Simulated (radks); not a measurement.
Question: The mean radii <r> (bohr) of the occupied orbitals of an atom or ion are listed with their occupations. Method: scalar-relativistic Kohn-Sham, PBE, spin-polarised, spherical densities, point nucleus; computed with a radial shooting solver on a logarithmic mesh with Libxc functionals.

orbital  occ.      <r>
1s up       1  0.05031
1s down     1  0.05031
2s down     1   0.2262
2s up       1   0.2262
2p up       3   0.1983
2p down     3   0.1983
3s up       1   0.6815
3s down     1   0.6811
3p up       3   0.7141
3p down     3   0.7132
3d up       5   0.9038
3d down     5   0.8900
4s up       1    2.389

Name the element and its charge. Open shells, if any, are filled with parallel spins first.

Answer: Z = 30, zinc, charge +1: Zn+ in [Ar] 3d10 4s1. The 1s radius gives Z: for a bare nucleus <r> = (2 gamma + 1)/(2Z) with gamma = sqrt(1 - (Z/c)^2), 0.04919 bohr for Z = 30, and screening makes it slightly larger (0.05031 here). The occupations add up to 29, and the charge is Z minus that.
